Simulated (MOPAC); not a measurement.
MOPAC input (AM1):

```
AM1 FORCE THERMO(298,298) PRECISE LET GEO-OK AUX(PRECISION=9) THREADS=1
H2S2

S    -0.93520695 1    0.04210844 1    0.48479527 1
S     0.93563643 1    0.04039272 1   -0.48411208 1
H    -1.57978814 1   -0.79421651 1   -0.31601499 1
H     1.57140697 1   -0.81574455 1    0.30268283 1
```

From the output:

```
     H    4   0.269031   2.282506   0.041451   2.307013

          HEAT OF FORMATION =       8.544365 KCALS/MOLE

          ZERO POINT ENERGY       9.007 KCAL/MOL

           NORMAL COORDINATE ANALYSIS (Total motion = 1 Angstrom)

   Root No.       1         2         3         4         5         6

                 1 A       2 A       1 B       3 A       2 B       4 A

                 310.2     414.4     786.6     812.2    1987.3    1990.1

           1   -0.0190    0.2232   -0.0149    0.0026    0.0024    0.0017
           2   -0.0024   -0.0016   -0.0101    0.0130   -0.0150   -0.0150
           3   -0.0167   -0.0103    0.0094    0.0077   -0.0000    0.0001
           4    0.0190   -0.2232   -0.0149   -0.0026    0.0024   -0.0017
           5    0.0169    0.0104    0.0076   -0.0098   -0.0025    0.0024
           6   -0.0004   -0.0001   -0.0115   -0.0115   -0.0148    0.0148
           7    0.0338    0.0613    0.4749   -0.4780   -0.0763   -0.0766
           8    0.0063   -0.0162    0.0681   -0.0638    0.4787    0.4788
           9    0.4733    0.2692    0.0000    0.0490    0.0000   -0.0011
          10   -0.0338   -0.0613    0.4749    0.4780   -0.0763    0.0766
          11   -0.4679   -0.2628    0.0112   -0.0379    0.0789   -0.0778
          12    0.0718    0.0603    0.0671    0.0710    0.4722   -0.4724

           MASS-WEIGHTED COORDINATE ANALYSIS (NORMAL COORDINATES)

   Root No.       1         2         3         4         5         6

                 1 A       2 A       1 B       3 A       2 B       4 A

                 310.2     414.4     786.6     812.2    1987.3    1990.1

           1   -0.1529    0.6899   -0.1207    0.0208    0.0194    0.0137
           2   -0.0193   -0.0051   -0.0814    0.1050   -0.1217   -0.1215
           3   -0.1347   -0.0318    0.0757    0.0627   -0.0003    0.0006
           4    0.1529   -0.6899   -0.1207   -0.0208    0.0194   -0.0137
           5    0.1361    0.0322    0.0612   -0.0791   -0.0203    0.0194
           6   -0.0031   -0.0002   -0.0927   -0.0932   -0.1199    0.1199
           7    0.0482    0.0336    0.6809   -0.6865   -0.1096   -0.1100
           8    0.0090   -0.0089    0.0976   -0.0916    0.6876    0.6877
           9    0.6750    0.1475    0.0000    0.0704    0.0000   -0.0015
          10   -0.0482   -0.0336    0.6809    0.6865   -0.1096    0.1100
          11   -0.6673   -0.1440    0.0161   -0.0544    0.1133   -0.1118
          12    0.1024    0.0331    0.0963    0.1020    0.6782   -0.6786

          DESCRIPTION OF VIBRATIONS

 VIBRATION          1    1A          ATOM PAIR     ENERGY CONTRIBUTION    RADIAL
 FREQUENCY           310.22         S 1 -- H 3         +43.0% ( 51.1%)      0.0%
 TRANSITION DIPOLE   0.4060         S 2 -- H 4         +43.0% ( 51.1%)      0.0%
 TRAVEL (Ang.)       0.6370         S 1 -- S 2         +14.0% ( 29.2%)     69.3%
 REDUCED MASS        0.5356
 EFFECTIVE MASS      3.6394
 FORCE CONSTANT      0.0304

 VIBRATION          2    2A          ATOM PAIR     ENERGY CONTRIBUTION    RADIAL
 FREQUENCY           414.38         S 1 -- S 2         +64.1% ( 97.2%)     99.9%
 TRANSITION DIPOLE   0.3441         S 1 -- H 3         +18.0% ( 51.5%)      2.0%
 TRAVEL (Ang.)       0.1056         S 2 -- H 4         +18.0% ( 51.5%)      2.0%
 REDUCED MASS       14.5923
 EFFECTIVE MASS     30.4280
 FORCE CONSTANT      1.4763

 VIBRATION          3    1B          ATOM PAIR     ENERGY CONTRIBUTION    RADIAL
 FREQUENCY           786.60         S 1 -- H 3         +49.8% ( 70.7%)      0.4%
 TRANSITION DIPOLE   0.3174         S 2 -- H 4         +49.8% ( 70.7%)      0.4%
 TRAVEL (Ang.)       0.4151         S 1 -- S 2          +0.4% (  6.6%)      0.0%
 REDUCED MASS        0.4976
 EFFECTIVE MASS      1.6056
 FORCE CONSTANT      0.1814

 VIBRATION          4    3A          ATOM PAIR     ENERGY CONTRIBUTION    RADIAL
 FREQUENCY           812.16         S 2 -- H 4         +49.7% ( 68.5%)      1.4%
 TRANSITION DIPOLE   0.2296         S 1 -- H 3         +49.7% ( 68.5%)      1.4%
 TRAVEL (Ang.)       0.4122         S 1 -- S 2          +0.5% (  7.0%)      2.9%
 REDUCED MASS        0.4886
 EFFECTIVE MASS      1.4022
 FORCE CONSTANT      0.1899

 VIBRATION          5    2B          ATOM PAIR     ENERGY CONTRIBUTION    RADIAL
 FREQUENCY          1987.31         S 1 -- H 3         +50.0% ( 70.8%)    100.0%
 TRANSITION DIPOLE   0.8459         S 2 -- H 4         +50.0% ( 70.8%)    100.0%
 TRAVEL (Ang.)       0.2635
 REDUCED MASS        0.4886
 EFFECTIVE MASS      1.3126
 FORCE CONSTANT      1.1369

 VIBRATION          6    4A          ATOM PAIR     ENERGY CONTRIBUTION    RADIAL
 FREQUENCY          1990.14         S 2 -- H 4         +49.9% ( 70.7%)    100.0%
 TRANSITION DIPOLE   0.6810         S 1 -- H 3         +49.9% ( 70.7%)    100.0%
 TRAVEL (Ang.)       0.2633         S 1 -- S 2          +0.1% (  3.2%)      2.1%
 REDUCED MASS        0.4886
 EFFECTIVE MASS      1.3095
 FORCE CONSTANT      1.1402

      SYMMETRY NUMBER FOR POINT-GROUP C2  =  2

          SYSTEM IS A GROUND STATE

 H2S2

          MOLECULE IS NOT LINEAR

          THERE ARE  6 GENUINE VIBRATIONS IN THIS SYSTEM
          THIS THERMODYNAMICS CALCULATION IS LIMITED TO
          MOLECULES WHICH HAVE NO INTERNAL ROTATIONS

                    CALCULATED THERMODYNAMIC PROPERTIES
                                          *
   TEMP. (K)   PARTITION FUNCTION   H.O.F.    ENTHALPY  HEAT CAPACITY ENTROPY
                                   KCAL/MOL   CAL/MOLE    CAL/K/MOL  CAL/K/MOL

 298.00  VIB.     0.1555D+01                   540.0698     4.4199     2.6892
         ROT.     0.5295D+04                   888.2803     2.9808    20.0201
         INT.     0.8232D+04                  1428.3501     7.4007    22.7092
         TRA.     0.5200D+27                  1480.4672     4.9680    38.4833
         TOT.                        8.544    2908.8172    12.3688    61.1926

   *: NOTE: HEATS OF FORMATION ARE RELATIVE TO THE
            ELEMENTS IN THEIR STANDARD STATE AT 298K
              (=  Standard Enthalpy of Formation).

            Hvib:  Zero-point energy is not included.
                   frequencies of less than zero cm-1 are not included.
            Hrot = (3/2)RT
            Htra = (3/2)RT + pV = (5/2)RT

            Heat capacity is Cp, not Cv

          For more information, see: HTTP://OpenMOPAC.net/Manual/thermochemistry.html

           FORCE CONSTANT IN CARTESIAN COORDINATES (Millidynes/A)

    ATOM   CHEMICAL       X               Y               Z
   NUMBER   SYMBOL  FORCE CONSTANT  FORCE CONSTANT  FORCE CONSTANT

      1       S        1.804283        2.423722        0.152161
      2       S        1.804283        0.217826        2.358057
      3       H        0.411841        2.228014        0.030051
      4       H        0.411841        0.088112        2.169953

 **********************
 *                    *
 * JOB ENDED NORMALLY *
 *                    *
 **********************
```
